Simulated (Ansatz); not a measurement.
`C#C[O][Ga]([OH])[Cl]` at its PBE0-D4/def2-TZVP geometry, where that method's forces vanish. Charge 0, multiplicity 1.

```csv
atom,x (Å),y (Å),z (Å)
C1,-2.437,-0.432,0.670
C2,-1.379,-0.469,0.103
O3,-0.258,-0.531,-0.527
Ga4,1.209,0.423,-0.075
O5,2.614,0.156,-1.098
Cl6,1.173,1.736,1.561
H7,-3.375,-0.405,1.167
H8,2.454,-0.479,-1.801
```

(1) For each bond, give half the difference of the two atoms' forces along it (eV/Å; positive pushes the atoms apart) under PBE-D4, r2SCAN-D4, B3LYP-D4, ωB97M-V in def2-TZVPP. (Estimate.)

## Answers

(1) Ansatz gave: 
```json
{"bond": "C1–C2", "length (Å)": "1.200", "PBE-D4": "0.88", "r2SCAN-D4": "0.32", "B3LYP-D4": "-0.12", "ωB97M-V": "-0.45"}
{"bond": "C1–H7", "length (Å)": "1.062", "PBE-D4": "-0.43", "r2SCAN-D4": "-0.25", "B3LYP-D4": "-0.10", "ωB97M-V": "0.04"}
{"bond": "C2–O3", "length (Å)": "1.288", "PBE-D4": "-0.23", "r2SCAN-D4": "-0.05", "B3LYP-D4": "0.23", "ωB97M-V": "0.63"}
{"bond": "O3–Ga4", "length (Å)": "1.807", "PBE-D4": "0.18", "r2SCAN-D4": "0.03", "B3LYP-D4": "0.02", "ωB97M-V": "-0.16"}
{"bond": "Ga4–O5", "length (Å)": "1.758", "PBE-D4": "0.26", "r2SCAN-D4": "0.03", "B3LYP-D4": "0.13", "ωB97M-V": "0.06"}
{"bond": "Ga4–Cl6", "length (Å)": "2.098", "PBE-D4": "0.05", "r2SCAN-D4": "-0.04", "B3LYP-D4": "0.14", "ωB97M-V": "-0.01"}
{"bond": "O5–H8", "length (Å)": "0.961", "PBE-D4": "0.38", "r2SCAN-D4": "0.05", "B3LYP-D4": "-0.03", "ωB97M-V": "-0.07"}
```

B3LYP here is the variant with VWN-RPA as its local correlation; programs differ in this.
